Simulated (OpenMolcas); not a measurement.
# Co2+, Rh2+, Ir2+: d⁷ down the group

- Program: OpenMolcas
- Method: MS-CASPT2, IPEA 0.25 Eh, imaginary shift 0.1 Eh
- Basis: ANO-R3
- Scalar Hamiltonian: X2C, finite nucleus
- Spin-orbit coupling: RASSI with atomic mean-field integrals over the reference wave functions, term energies averaged over their components

Active space for each ion: 7 electrons in 5 orbitals (d); closed shells correlated by CASPT2: Co2+ 3s 3p; Rh2+ 4s 4p; Ir2+ 5s 5p.

Computed levels in cm-1 above ⁴F_9/2:

```json
{"Level": "⁴F_7/2", "Co2+": "836", "Rh2+": "2140", "Ir2+": "7820"}
{"Level": "⁴F_5/2", "Co2+": "1447", "Rh2+": "3490", "Ir2+": "9270"}
{"Level": "⁴P_5/2", "Co2+": "15760", "Rh2+": "11720", "Ir2+": "14500"}
{"Level": "²G_9/2", "Co2+": "16390", "Rh2+": "13250", "Ir2+": "16010"}
{"Level": "⁴P_1/2", "Co2+": "16400", "Rh2+": "13110", "Ir2+": "17560"}
{"Level": "²G_7/2", "Co2+": "17180", "Rh2+": "15320", "Ir2+": "21730"}
{"Level": "²P_1/2", "Co2+": "20480", "Rh2+": "18410", "Ir2+": "28470"}
{"Level": "²H_11/2", "Co2+": "22670", "Rh2+": "17940", "Ir2+": "21570"}
{"Level": "²D_5/2(1)", "Co2+": "22730", "Rh2+": "18770", "Ir2+": "24870"}
{"Level": "weight of ⁴F in the lowest level (%)", "Co2+": "100", "Rh2+": "98", "Ir2+": "85"}
```

Mixed levels, with the weight of the term that names them: Ir2+ ⁴F_5/2 (62 %), Ir2+ ²G_9/2 (61 %), Ir2+ ⁴P_1/2 (70 %), Ir2+ ²P_1/2 (70 %), Ir2+ ²D_5/2(1) (74 %).

Measured, with the error of the calculation in %. Measured levels: Co2+ from Sugar and Corliss, J. Phys. Chem. Ref. Data 10, 1097 (1981); Rh2+ from the list in Shadmi, J. Res. Natl. Bur. Stand. 70A, 435 (1966).

```
    Level          Co2+          Rh2+
   ⁴F_7/2    841 (-0.7)   2148 (-0.6)
   ⁴F_5/2   1451 (-0.3)      3486 (0)
   ⁴P_5/2  15202 (+3.7)  11062 (+5.9)
   ²G_9/2  16978 (-3.4)              
   ⁴P_1/2  15811 (+3.7)              
   ²G_7/2  17766 (-3.3)              
  ²H_11/2  22720 (-0.2)              
²D_5/2(1)  23059 (-1.4)
```

The fine-structure level ⁴F_5/2 changes by a factor of 6.41 from Co2+ to Ir2+.

Without spin-orbit coupling ⁴P lies 15220, 10350, 8900 cm-1 above ⁴F in that order; the difference to the level ⁴P_5/2, of either sign, comes from spin-orbit coupling, which also lowers the zero.

CASPT2 does not keep the components of a term degenerate, so their means are used; among the terms shown or strongly mixed into the levels shown the widest spread is 1100 cm-1 (3d⁷ ⁴F, Co2+). The CASPT2 spread within a term exceeds the gap to the next term for 3d⁷ ²H and 3d⁷ ²D(1), so the order of their levels is uncertain (figures for Co2+; the like holds for Ir2+). Levels of configurations with an s electron are missing; early in the row they begin among the upper levels of the d shell and mix with terms of their name (holds for Rh2+). Configurations with an s electron lie low in 5d ions of this charge, fall among these levels and mix in, so low-spin terms can stand far too high, up to twice their true height, and weights are not those of the real levels (holds for Ir2+). Measured partners are found by configuration, term and J. A level has none where our copy of the source lacks it or the pairing is in doubt (some pairs that miss far off the trend of their configuration count as doubtful), and it then counts in no deviation. Levels of configurations outside the active space are missing.

A number in round brackets counts repeated terms of one configuration in the order of the reference energies.
